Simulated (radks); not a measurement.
Species: Ti. Configuration: [Ar] 3d2 4s2. All-electron calculation, scalar-relativistic Kohn-Sham, PBE, spin-polarised, spherical densities, point nucleus; open shells are filled with parallel spins first; hard spherical wall at 20 bohr. Program: a radial shooting solver on a logarithmic mesh with Libxc functionals.

Unscreened Slater integrals over Kohn-Sham orbitals (hartree). They are taken over the spin-up orbitals. Empty in this configuration: 4p.

\begin{tabular}{lr}
integral & value \\ \hline
F0(4s,4s) & 0.26123 \\
F0(4s,3d) & 0.32402 \\
G2(4s,3d) & 0.054830 \\
F0(4s,3p) & 0.33826 \\
G1(4s,3p) & 0.019702 \\
F0(4s,3s) & 0.34021 \\
G0(4s,3s) & 0.013620 \\
F0(4s,4p) & 0.21771 \\
G1(4s,4p) & 0.13280 \\
F0(3d,3d) & 0.59661 \\
F2(3d,3d) & 0.26578 \\
F4(3d,3d) & 0.16352 \\
F0(3d,3p) & 0.69330 \\
F2(3d,3p) & 0.31652 \\
G1(3d,3p) & 0.39338 \\
G3(3d,3p) & 0.23480 \\
F0(3d,3s) & 0.71324 \\
G2(3d,3s) & 0.29375 \\
F0(3d,4p) & 0.24788 \\
F2(3d,4p) & 0.056229 \\
G1(3d,4p) & 0.031383 \\
G3(3d,4p) & 0.023063 \\
F0(3p,3p) & 0.83278 \\
F2(3p,3p) & 0.41730 \\
F0(3p,3s) & 0.86204 \\
G1(3p,3s) & 0.57225 \\
F0(3p,4p) & 0.25456 \\
F2(3p,4p) & 0.037079 \\
G0(3p,4p) & 0.0084902 \\
G2(3p,4p) & 0.0096234 \\
F0(3s,3s) & 0.89465 \\
F0(3s,4p) & 0.25553 \\
G1(3s,4p) & 0.010176 \\
F0(4p,4p) & 0.19106 \\
F2(4p,4p) & 0.097820 \\
\end{tabular}

Derived for the open shells (J is the average intra-shell exchange parameter used in DFT+U). 3d: Racah B = F2/49 - 5 F4/441 = 0.003570 hartree, C = 35 F4/441 = 0.01298 hartree, C/B = 3.64, F4/F2 = 0.615, J = (F2 + F4)/14 = 0.03066 hartree.
